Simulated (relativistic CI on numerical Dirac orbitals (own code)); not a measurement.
Calculated at this level of theory: Dirac-Coulomb-Breit CI, separate exchange-only KLI orbitals for each configuration, model QED (radiative potential, 1s self-energy scaled to tabulated hydrogen-like ionisation energies), unscaled Slater integrals (own radial code, finite nucleus).

CI space (outside the closed core 1s2): 2s, 2p, 3s, 3p, 3d, 4s, 4p, 4d, 4f, 5s, 5p, 5d, 5f, 5g, 6s, 6p, 6d. Levels of other configurations are missing.

At this charge energies of transitions that change n are usually good to better than 1 %, and those within a shell (Δn = 0) to a few per cent.

Outline of the computed level scheme of V XXI. Lowest level of each configuration: 2s 2S_1/2 at 0.00 eV; 2p 2P°_1/2 at 42.35 eV; 3s 2S_1/2 at 882.41 eV; 3p 2P°_1/2 at 894.16 eV; 3d 2D_3/2 at 901.30 eV; 4s 2S_1/2 at 1185.85 eV; 4p 2P°_1/2 at 1190.68 eV; 4d 2D_3/2 at 1193.66 eV; 4f 2F°_5/2 at 1194.13 eV.

Some strong electric-dipole decays among the lowest 15 levels: 3d 2D_5/2 → 2p 2P°_3/2 (1.3e+13 s⁻¹); 3d 2D_3/2 → 2p 2P°_1/2 (1.1e+13 s⁻¹); 3p 2P°_1/2 → 2s 2S_1/2 (4.3e+12 s⁻¹); 3p 2P°_3/2 → 2s 2S_1/2 (4.2e+12 s⁻¹); 4d 2D_5/2 → 2p 2P°_3/2 (4.2e+12 s⁻¹); 4d 2D_3/2 → 2p 2P°_1/2 (3.5e+12 s⁻¹); 4f 2F°_7/2 → 3d 2D_5/2 (2.7e+12 s⁻¹); 4f 2F°_5/2 → 3d 2D_3/2 (2.5e+12 s⁻¹).
